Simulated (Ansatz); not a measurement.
`CB[SiH2]SC` + HCl → `CB[SiH2]Cl` + CH₃SH at 298.15 K and 1 bar (ligand exchange at the Si–S bond).

Calculated with Ansatz (gas phase, PBE0-D4/def2-TZVP geometries, no zero-point term in ΔE). CCSD(T)/CBS adds triple-zeta CCSD(T) − MP2 to the extrapolated MP2 energy (def2 sets, frozen cores). This one scheme is used for every species. One conformer a species, not always the lowest.

```tsv
species	CCSD(T)/CBS energy (Eh)	H − E (kJ/mol)	S (J/(mol·K))
`CB[SiH2]SC`	-793.17470	300.9	397.1
HCl	-460.38127	26.6	186.8
`CB[SiH2]Cl`	-815.34006	195.8	348.6
CH₃SH	-438.22835	133.0	253.2
```

H − E and S are ideal-gas, rigid-rotor, harmonic terms from PBE0-D4/def2-TZVP, for one conformer and one mirror image of each species. 1 Eh = 2625.50 kJ/mol, R = 8.31446 J/(mol·K).

Question: By hand: ΔE, ΔH, ΔS and ΔG.

Answer: ΔE = (-815.34006) + (-438.22835) − (-793.17470) − (-460.38127) = -0.01244 Eh = -32.7 kJ/mol. Δ(H − E) = 195.8 + 133.0 − 300.9 − 26.6 = 1.3, so ΔH = -31.4 kJ/mol. ΔS = 348.6 + 253.2 − 397.1 − 186.8 = 17.9 J/(mol·K). ΔG = -31.4 − 298.15 × (17.9)/1000 = -36.7 kJ/mol.

Question: By hand: the equilibrium constant, and the temperature at which ΔG would vanish if ΔH and ΔS stayed fixed.

Answer: log₁₀ K = −ΔG/(RT ln 10) = 6.4. ΔH and −TΔS have one sign here, so there is no such temperature.

ΔH outweighs TΔS. A doubt of 5 kJ/mol in ΔE shifts log₁₀ K by 0.9 here. Other conformers and mirror images would add mixing entropy, several J/(mol·K) or more a flexible species. Modes under 60 cm⁻¹, often nearly free rotors, make the harmonic entropy too high. These are equilibria of isolated gas molecules and say nothing of rates. Largest T1 diagnostic: 0.011 (customary marks: 0.02 for closed shells, 0.045 for open ones).
